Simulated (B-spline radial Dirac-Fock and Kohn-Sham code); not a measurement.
**Binding energies of Tm³⁴⁺ at several levels of theory**

System: thulium as Tm³⁴⁺, [Ar] 3d10 4s2 4p5.

The density-functional columns are spherical, spin-unpolarised Dirac-Kohn-Sham results without Breit or QED terms: −ε is minus the orbital energy of the initial state and ΔSCF the difference of two total energies. The reference in the last column comes from Dirac-Fock ΔSCF + Breit + QED. All numbers are from an atomic code on a B-spline grid, in eV; a selection of levels is shown. The Kohn-Sham columns are given as differences from the reference. For the 1s level of heavy atoms much of the gap between ΔSCF and the reference is the Breit and QED part, -277.7 eV here; for other levels the error of the functional can be larger.

```csv
level,LDA −ε − DF,LDA ΔSCF − DF,Dirac-Fock
1s,-267.7,+264.1,60810.5
2s,-176.1,-57.9,11541.1
2p1/2,-133.3,+10.8,11038.4
3s,-98.0,-48.3,3677.0
3p1/2,-80.8,-28.8,3459.7
3d3/2,-55.3,+0.3,2884.0
3d5/2,-56.4,-1.7,2838.0
4s,-31.9,-6.2,1651.4
4p,-21.0,+4.0,1512.8
```

Values without a named source are computed, but for edge energies of neutral atoms, which are taken from tables.
